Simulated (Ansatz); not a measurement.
Cost and result up the ladder for SiH(SiH3)3 (Si₄H₁₀) (14 atoms). The state is a singlet with charge 0. Geometry: PBE-D4/def2-SVP.

Cartesian coordinates in Å:
```
Si -0.0714 0.1503 -0.6825
H -0.2253 0.4740 -2.1494
Si -2.1740 -0.3292 0.2579
H -2.7913 -1.5383 -0.3929
H -3.1102 0.8393 0.1003
H -1.9971 -0.6105 1.7266
Si 0.8733 1.9843 0.4485
H -0.0327 3.1846 0.3785
H 2.2094 2.3481 -0.1432
H 1.0713 1.6144 1.8950
Si 1.3312 -1.7195 -0.4145
H 0.7768 -2.9143 -1.1439
H 1.4244 -2.0504 1.0517
H 2.7155 -1.4329 -0.9321
```

Ansatz on 4 threads of Intel Xeon on a shared host. Times are rough, and most runs start from the orbitals of an earlier one. CAM-B3LYP-D4/def2-TZVP serves as the yardstick here, not as an exact answer. Differences are given only for rows in sets of like size (and for xTB, whose basis is part of the method), since another set adds its own error. Binding counts from free atoms at the same level (Si triplet, H doublet; other spins of the atoms weren't run), without zero-point energy or a counterpoise term.

B3LYP takes the VWN-RPA correlation. Correlated methods freeze 20 core orbitals.

Correlated methods converge slowly with the basis.

```tsv
level	functions	wall time
HF/STO-3G	46	0.61 s
HF/6-31G	72	1.4 s
B3LYP-D4/6-31G	72	2.8 s
PBE-D4/def2-SVP	122	3 s
PBE0-D4/def2-SVP	122	5.5 s
revPBE-D4/def2-TZVP (with forces)	208	5.5 s
PBE-D4/def2-TZVP	208	6 s
r2SCAN-D4/def2-TZVP	208	8 s
PBE0-D4/def2-TZVP	208	8.1 s
CAM-B3LYP-D4/def2-TZVP	208	8.5 s
CCSD(T)/def2-TZVP	208	67 s
```

Problem. Estimate what each level gives for the binding energy per atom (eV).

Solution. 
| level | binding energy per atom (eV) | difference from CAM-B3LYP-D4/def2-TZVP (eV) |
| --- | --- | --- |
| HF/STO-3G | 3.34 | – |
| HF/6-31G | 1.95 | – |
| B3LYP-D4/6-31G | 2.76 | – |
| PBE-D4/def2-SVP | 2.92 | – |
| PBE0-D4/def2-SVP | 2.92 | – |
| revPBE-D4/def2-TZVP (with forces) | 2.90 | -0.07 |
| PBE-D4/def2-TZVP | 2.93 | -0.05 |
| r2SCAN-D4/def2-TZVP | 2.97 | 0.00 |
| PBE0-D4/def2-TZVP | 2.94 | -0.04 |
| CAM-B3LYP-D4/def2-TZVP | 2.98 | 0.00 |
| CCSD(T)/def2-TZVP | 2.85 | -0.12 |
